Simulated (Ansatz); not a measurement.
C3H4O, SMILES `C#CCO` (charge 0, multiplicity 1).

Cartesian coordinates (Å):
```xyz
8

C      1.7862     0.5685     0.0674
C      0.7165     0.0335    -0.0299
C     -0.6042    -0.5765    -0.1622
O     -1.6253     0.1368     0.5257
H      2.7368     1.0331     0.1622
H     -0.5957    -1.5784     0.2703
H     -0.8453    -0.6820    -1.2272
H     -1.5690     1.0649     0.2717
```
Charge 0, spin multiplicity 1.

Frozen-core energies in 6-31g from Ansatz (a program for electronic structure) at a geometry from B3LYP-D3(BJ)/def2-TZVP; the HF reference has <S^2> = 0.00 and the T1 diagnostic is 0.011.

```csv
level,energy (Ha)
HF,-190.63170
MP2,-191.01875
CCSD,-191.04479
```

Question: Estimate the energies of CCSD(T), CCSDT and CCSDT(Q), and give each level's difference from CCSDT(Q).

Answer: 
```
level     energy (Ha)  difference from CCSDT(Q) (mHa)
--------  -----------  ------------------------------
MP2        -191.01875                           38.87
CCSD       -191.04479                           12.83
CCSD(T)    -191.05563                            1.99
CCSDT      -191.05602                            1.59
CCSDT(Q)   -191.05762                            0.00
```
